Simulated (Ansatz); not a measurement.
Potential energy curve for OH (cation, charge +1), triplet.

Methods: UKS-PBE = unrestricted PBE/cc-pVTZ (Ansatz, a program for electronic structure); UKS-B3LYP = unrestricted B3LYP/cc-pVTZ (Ansatz); FCI = Ansatz with full CI/cc-pVTZ, frozen core.

Energies relative to the lowest point of each curve near equilibrium, in kcal/mol; the last columns give the error against full CI:

```
R / Å  UKS-PBE  UKS-B3LYP    FCI  UKS-PBE − FCI  UKS-B3LYP − FCI
-----  -------  ---------  -----  -------------  ---------------
0.79      45.1       43.0   41.7            3.4              1.3
0.82      32.4       30.6   29.4            3.0              1.2
0.87      17.2       15.9   14.9            2.3              1.0
0.94       5.3        4.5    4.0            1.3              0.6
0.96       3.3        2.7    2.3            1.1              0.5
0.99       1.3        1.0    0.7            0.7              0.3
1.04       0.0        0.0    0.0            0.0              0.0
1.06       0.0        0.2    0.3           -0.3             -0.1
1.11       1.1        1.6    2.0           -0.9             -0.4
1.15       2.9        3.6    4.3           -1.4             -0.6
1.21       6.5        7.6    8.6           -2.1             -1.0
1.28      11.5       13.1   14.4           -2.9             -1.4
1.37      18.8       20.7   22.6           -3.8             -1.9
1.54      32.5       35.1   38.0           -5.6             -3.0
1.74      46.3       49.4   54.3           -8.0             -4.9
1.87      53.4       56.8   63.5          -10.1             -6.7
2.08      61.6       65.7   76.0          -14.4            -10.3
2.29      67.0       71.9   86.1          -19.1            -14.1
2.54      70.9       76.8   95.4          -24.5            -18.5
2.82      73.1       80.1  103.0          -29.9            -22.9
3.11      74.0       81.8  108.5          -34.5            -26.6
3.57      73.7       82.6  113.4          -39.7            -30.8
4.17      72.1       81.8  115.6          -43.5            -33.7
```

UKS-PBE is furthest from FCI at 4.17 (-43.5 kcal/mol, below); its mean absolute error over the points is 11.0 kcal/mol.

UKS-B3LYP is furthest from FCI at 4.17 (-33.7 kcal/mol, below); its mean absolute error over the points is 7.9 kcal/mol.

The unrestricted determinant behind UKS-PBE is spin-contaminated at 1.87 to 4.17 Å (<S²> up to 2.5, against 2.00 for a pure triplet). The unrestricted determinant behind UKS-B3LYP is spin-contaminated at 1.74 to 4.17 Å (<S²> up to 2.5, against 2.00 for a pure triplet).
